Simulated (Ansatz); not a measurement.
C2H8O2Sn (`C[O][SnH2][O]C`). Total charge 0; spin multiplicity 1. Sn: def2 effective core potential. The geometry is a stationary point of PBE0-D4/def2-TZVP. It is one conformer, not always the lowest.

```xyz
13

C    -2.099   -0.136   -0.521
O    -1.184   -1.061    0.014
Sn    0.660   -1.097   -0.649
O     1.423    0.664   -0.249
C     1.523    1.092    1.087
H    -1.796    0.904   -0.340
H    -2.241   -0.263   -1.604
H    -3.067   -0.294   -0.038
H     1.414   -2.304    0.280
H     0.686   -1.187   -2.347
H     1.986    2.083    1.095
H     2.150    0.426    1.697
H     0.543    1.173    1.575
```

(1) What is the dipole moment at ωB97M-V/def2-TZVPP? (Estimate.)

(2) And with PBE, r2SCAN, B3LYP? (Best estimate.)

(3) Give the Mulliken charges with ωB97M-V, B3LYP, PBE in def2-TZVPP. (Best estimate.)

Answers

(1) Ansatz gave: 0.72 D, with components (0.33, -0.55, -0.32) D in this frame, pointing from negative to positive charge.

(2) Computed: PBE 0.55 D, r2SCAN 0.61 D, B3LYP 0.63 D.

(3) The calculation gave: 
```tsv
atom	ωB97M-V	B3LYP	PBE
C1	-0.18	-0.12	-0.14
O2	-0.55	-0.56	-0.49
Sn3	0.94	1.04	0.93
O4	-0.55	-0.56	-0.49
C5	-0.18	-0.12	-0.14
H6	0.11	0.10	0.09
H7	0.11	0.09	0.09
H8	0.12	0.10	0.10
H9	-0.08	-0.12	-0.11
H10	-0.08	-0.12	-0.11
H11	0.12	0.10	0.10
H12	0.11	0.09	0.09
H13	0.11	0.10	0.09
```

B3LYP here is the variant with VWN-RPA as its local correlation; programs differ in this.
